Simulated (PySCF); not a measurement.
Mg(NH2)(SiH3) (H5MgNSi), SMILES [SiH3][Mg][NH2]. Atoms are numbered in the order given.

```xyz
8

Mg    -0.0721     0.5693    -0.4106
N     -0.2686     2.0902    -1.5180
H     -0.5251     3.0212    -1.2220
H     -0.1368     2.1266    -2.5188
Si     0.1900    -1.4823     1.0752
H      0.3067    -2.7501     0.2965
H     -0.9621    -1.6820     2.0023
H      1.4033    -1.4265     1.9420
```
Charge 0, spin multiplicity 1.

Geometry: ωB97X-D3(BJ)/def2-TZVP. Other conformers were not sampled.

Method: B3LYP/pcJ-1 (PySCF).

Isotropic couplings with Fermi-contact, spin-dipole and both spin-orbit terms, one fixed conformer, no vibrational averaging. Isotopes: 14N, 1H, 29Si.

Computed spin–spin coupling constants:
```csv
pair,bonds apart,J (Hz)
N2–H3,1,50.4
N2–H4,1,50.4
Si5–H6,1,-183.2
Si5–H7,1,-183.9
Si5–H8,1,-184.3
N2–Si5,2,-10.2
H3–H4,2,-9.8
H6–H7,2,-3.8
H6–H8,2,-3.6
H7–H8,2,-3.3
N2–H6,3,0.6
N2–H7,3,0.7
N2–H8,3,0.7
H3–Si5,3,-2.2
H4–Si5,3,-2.0
H3–H6,4,-0.7
H4–H7,4,-0.6
H4–H8,4,-0.5
```
